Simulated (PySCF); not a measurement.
Species: C6H5FO.
Bonds: O1–C2, C2–C3 (aromatic), C3–C4 (aromatic), C4–C5 (aromatic), C5–F6, C5–C7 (aromatic), C7–C8 (aromatic), C2–C8 (aromatic). Hydrogens: H9 on O1; H10 on C3; H11 on C4; H12 on C7; H13 on C8.

Computed with PySCF at wB97X-D/pcSseg-2, non-relativistic, on one gas-phase PBE0-D3(BJ)/def2-TZVP geometry that isn't relaxed in the solvent. The solvent is an IEF-PCM continuum (Bondi radii, 1.10 Å for H, scaled by 1.2). Only the electrostatic response of the medium enters.

Gas phase at wB97X-D/pcSseg-2: HOMO -8.30 eV, LUMO 1.10 eV, dipole 2.01 D.

What does the continuum do to the energy, the frontier levels and the dipole at wB97X-D/pcSseg-2 in chloroform?

| solvent | ε | E(solvent) − E(gas) (kJ/mol) | polarisation term (kJ/mol) | distortion of the solute (kJ/mol) | HOMO (eV) | LUMO (eV) | dipole (D) |
| --- | --- | --- | --- | --- | --- | --- | --- |
| chloroform | 4.711 | -19.52 | -21.56 | 2.04 | -8.25 | 1.18 | 2.48 |

The first energy column is the sum of the next two and covers electrostatics alone.

Which radius a makes the point-dipole formula ΔE = −[(ε − 1)/(2ε + 1)]·μ²/a³ give the value in chloroform, with the gas-phase dipole?

μ = 0.791 au and |ΔE| = 0.00743 Eh give a = 1.64 Å; the farthest nucleus lies 2.96 Å from the centroid of the nuclei, so such a sphere wouldn't even hold the nuclei. The formula assumes a rigid point dipole at the centre of a sphere.

Shape of the structure used: `[OH:1][c:2]1[cH:3][cH:4][c:5]([F:6])[cH:7][cH:8]1`: H–O1–C2–C3 -2°.

The pairwise dispersion term of wB97X-D wasn't added to the energies; at a given geometry it leaves orbitals and properties as they are.
